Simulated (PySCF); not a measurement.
**Nuclear quadrupole coupling in `C#C[SiH2]CN[SiH2]C(F)(F)F`**

C4H8F3NSi2.
Structure used (GFN2-xTB), in Å, numbered top down from 1:
```xyz
18
C4H8F3NSi2 angstrom
C      3.038   -0.486    1.885
C      2.763   -0.184    0.753
Si     2.270    0.266   -0.973
C      0.700   -0.777   -1.319
N     -0.306   -0.538   -0.298
Si    -1.979   -0.497   -0.583
C     -2.681   -0.018    1.157
F     -2.520    1.287    1.456
F     -2.107   -0.699    2.175
F     -4.004   -0.259    1.254
H      3.287   -0.746    2.874
H      1.945    1.692   -1.029
H      3.326   -0.121   -1.913
H      0.944   -1.844   -1.368
H      0.261   -0.515   -2.281
H      0.063   -0.675    0.633
H     -2.670   -1.739   -0.947
H     -2.339    0.594   -1.487
```

Field gradients from the PBE0/pcSseg-1 density (PySCF, non-relativistic), principal values in atomic units, ordered |Vxx| ≤ |Vyy| ≤ |Vzz|:

```csv
atom,Vxx,Vyy,Vzz
N5,0.3641,0.7132,-1.0773
```

Find the asymmetry η = (Vxx − Vyy)/Vzz and the couplings χ = eQV/h (234.96 MHz × Q in barn × V in au), with Q(14N) = 0.02044 b.

```
atom             environment  nucleus     η  χzz (MHz)  χxx (MHz)  χyy (MHz)
  N5  silicon-bound nitrogen      14N  0.32      -5.17       1.75       3.43
```

The tensor is traceless: Vxx + Vyy + Vzz = 0.

What is Vzz at N5 in SI units (1 au = 9.71736 × 10²¹ V/m²)?

-1.0773 au = -10.468 × 10²¹ V/m².

And the gradient at the other heavy atoms, for which no coupling is worked out here?

```csv
atom,environment,Vzz (au),η
C1,terminal alkyne carbon,-0.370,0.07
C2,alkyne carbon,-0.351,0.02
Si3,SiH2 silicon,0.341,0.51
C4,sp3 carbon bound to nitrogen,0.262,0.24
Si6,SiH2 silicon,0.417,0.53
C7,CF3 carbon,-0.554,0.02
F8,fluorine of a CF3 group,2.844,0.05
F9,fluorine of a CF3 group,2.812,0.04
F10,fluorine of a CF3 group,2.818,0.05
```

What couplings would deuterons (Q(2H) = 0.00286 b) have in place of the hydrogens, at this geometry?

```json
{"atom": "H11", "bonded to": "C1", "bond length (Å)": "1.053", "Vzz (au)": "0.3854", "η": "0.00", "χzz (kHz)": "259"}
{"atom": "H12", "bonded to": "Si3", "bond length (Å)": "1.464", "Vzz (au)": "0.1607", "η": "0.01", "χzz (kHz)": "108"}
{"atom": "H13", "bonded to": "Si3", "bond length (Å)": "1.466", "Vzz (au)": "0.1584", "η": "0.01", "χzz (kHz)": "106"}
{"atom": "H14", "bonded to": "C4", "bond length (Å)": "1.096", "Vzz (au)": "0.2970", "η": "0.05", "χzz (kHz)": "200"}
{"atom": "H15", "bonded to": "C4", "bond length (Å)": "1.089", "Vzz (au)": "0.3089", "η": "0.09", "χzz (kHz)": "208"}
{"atom": "H16", "bonded to": "N5", "bond length (Å)": "1.011", "Vzz (au)": "0.4050", "η": "0.20", "χzz (kHz)": "272"}
{"atom": "H17", "bonded to": "Si6", "bond length (Å)": "1.468", "Vzz (au)": "0.1537", "η": "0.02", "χzz (kHz)": "103"}
{"atom": "H18", "bonded to": "Si6", "bond length (Å)": "1.462", "Vzz (au)": "0.1590", "η": "0.04", "χzz (kHz)": "107"}
```

The structure is a single GFN2-xTB conformer in the gas phase; no vibrational or solvent corrections. GFN2-xTB bond lengths can be off by several hundredths of an ångström, more for odd bonds, and the gradients follow them. These gradients aren't converged with respect to the basis.

The run behind these numbers computed NMR shieldings as well. The run took 86 s of wall time on Arm Neoverse N1, one thread, on a shared host, and the process peaked at 1.1 GiB of memory.
